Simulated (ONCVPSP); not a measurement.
**Varying the ONCV potential for cadmium (Cd)**

Base potential:

| Property | Result |
| --- | --- |
| Element | cadmium (Cd) |
| Generator | ONCVPSP 4.0.1 |
| Type | optimised norm-conserving Vanderbilt (ONCV) |
| Functional | PBE |
| Relativity | scalar-relativistic |
| Frozen core | [Ar] 3d10 4s2 |
| Valence charge | 18 |
| Reference configuration | 4p6 4d10 5s2 |
| Partial waves | 5s: rc 2.35 bohr, ncon 4, nbas 7, qcut 2.7 1/bohr, 2 projectors, debl 2.9 Ha; 4p: rc 1.45 bohr, ncon 5, nbas 8, qcut 8.8 1/bohr, 2 projectors, debl 1.8 Ha; 4d: rc 1.55 bohr, ncon 4, nbas 8, qcut 10.9 1/bohr, 2 projectors, debl 1.4 Ha |
| Local potential | polynomial inside 1.25 bohr (lpopt 5, dvloc0 0 Ha) |
| Core correction | Teter function, fcfact 2.5, rcfact 1.25 |

In the p channel the program set the typed energies aside and used -2.461, 0.250 Ha.

Cutoffs, loose and tight: the cutoffs (Ha) at which the residual kinetic energy of the hardest occupied pseudo-wave falls to 1 and 0.1 mHa per electron. They do not see the model core or the augmentation charge, which bear on the density cutoff. Test errors are all-electron minus pseudo excitation energies from the reference, over the configurations 4p6 4d10 5s1; 4p6 4d10 5s0; 4p6 4d9 5s0; 4p5 4d10 5s2. A dash means not determined; rows that change the core or the reference have their own tests.

A true bound ghost makes a file unfit for plane-wave use even where its test errors are small: the radial tests pick states by their node count and pass the ghost by.

| change | outcome | cutoff, loose | cutoff, tight | bound ghosts | GHOST(+) flags above zero | largest test error (meV) |
| --- | --- | --- | --- | --- | --- | --- |
| base | generated, projector energies reset by the program | 36 Ha | 43 Ha | s | none | -138 |
| local potential polynomial inside 1.25 bohr (lpopt 5, dvloc0 1.5 Ha) | generated, projector energies reset by the program | 36 Ha | 43 Ha | s | none | -138 |
| p: qcut 8.2 | generated, projector energies reset by the program | 36 Ha | 58 Ha | s | none | -142 |
| p: rc 1.88 | generated, projector energies reset by the program | 36 Ha | 43 Ha | s | none | -174 |
| core correction Teter function, fcfact 7.1, rcfact 1.25 | generated, projector energies reset by the program | 36 Ha | 43 Ha | s | none | -140 |
| core correction Teter function, fcfact 2.5, rcfact 1.64 | generated, projector energies reset by the program | 36 Ha | 43 Ha | s | none | -141 |

Question: What comes out with this change to the base: core [Ar] 3d10, valence charge 20; reference 4s2 4p6 4d10 5s1.5 5p0.5; waves now 4s+5s: rc 1.65 bohr, ncon 4, nbas 8, qcut 9.4 1/bohr, 2 projectors; 4p+5p: rc 1.45 bohr, ncon 3, nbas 8, qcut 8 1/bohr, 3 projectors, debl 1.9 Ha; 4d: rc 1.20 bohr, ncon 4, nbas 7, qcut 7.9 1/bohr, 2 projectors, debl 2.7 Ha; local potential polynomial inside 1.00 bohr (lpopt 2, dvloc0 4 Ha)?

Answer: outcome: generated; cutoff, loose: 49 Ha; cutoff, tight: 108 Ha; bound ghosts: d; GHOST(+) flags above zero: d; largest test error (meV): -6.1 over the solved tests; 1 of 4 tests not solved or not reliable.
